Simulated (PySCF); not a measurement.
SiF2I2, SMILES F[Si](F)(I)I. The structure is a stationary point at PBE-D3(BJ)/def2-SVP. The def2 effective core potentials stand for the cores of I; spin–orbit coupling is left out.

Computed with PBE-D3(BJ)/def2-SVP run with PySCF 2.14.0.

Harmonic wavenumbers (cm⁻¹): 80, 155, 191, 205, 215, 353, 469, 851, 940. Rotational constants (GHz): 1.900, 0.4551, 0.4050; symmetry number 2.

Problem. Work out the zero-point energy and the ideal-gas rigid-rotor harmonic-oscillator thermochemistry at 298.15 K and 1 atm.

Solution. ZPE = ½ Σ hcν = ½ × 3458 cm⁻¹ = 20.68 kJ/mol. H − E(el) = 40.55 kJ/mol. Entropy in J/(mol K): translation 180.68, rotation 124.76, vibration 62.72, total 368.16. G − E(el) = -69.21 kJ/mol. Cp = 88.79 J/(mol K). Modes under 150 cm⁻¹ make the vibrational entropy uncertain.
